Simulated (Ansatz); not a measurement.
KCl₂. Charge 0, multiplicity 2. Geometry PBE0-D4/def2-TZVPD, that of the charge -1 singlet; atoms count from 1.

```xyz
3

K    -0.001   -0.002    0.000
Cl    1.892   -0.987   -1.920
Cl   -1.891    0.989    1.920
```

The structure comes from a short search, and lower isomers may exist.

Estimate the Mulliken populations from the PBE0/def2-TZVPD orbitals of Ansatz.


```csv
atom,charge (e),spin (α − β)
K1,0.85,-0.02
Cl2,-0.43,0.51
Cl3,-0.43,0.51
```
Mulliken values and Mayer orders depend strongly on the basis. With diffuse functions, as here, like atoms can get unlike values, and bond orders can come out too low or too high.

Where does the spin sit?

Summed by element: K -0.02, Cl 1.02, of 1 unpaired in all. Largest on single atoms: Cl3 0.51, Cl2 0.51, K1 -0.02.
